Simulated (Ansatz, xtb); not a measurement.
Molecule: COs, net charge 0, triplet state. The spin state was set by rule; other spins were not relaxed. SMILES: [C][Os]
Coordinates optimised at B3LYP-D3(BJ)/def2-TZVP (Ansatz, an electronic-structure program):
```
C
Os 1 1.6628
```
Charge 0, spin multiplicity 3.

Harmonic wavenumbers from GFN2-xTB (xtb, at its own minimum), cm⁻¹: 1084.

Give the harmonic wavenumbers at B3LYP-D3(BJ)/def2-TZVP (Ansatz, finite differences of forces, unscaled).

1107 cm⁻¹. Zero-point energy 1.6 kcal/mol.

From these and the geometry, give the ideal-gas thermochemistry at 298.15 K and 1 atm (rigid rotor, harmonic oscillator).

Point group C∞v, rotational symmetry number 1. Rotational constants 16.18, 16.18 GHz. S(trans) 41.82, S(rot) 13.81, S(vib) 0.06, S(elec, spin only) 2.18, S 57.9 cal/(mol K). H(298) - H(0) 2.09 kcal/mol; G - E(el) -13.6 kcal/mol.
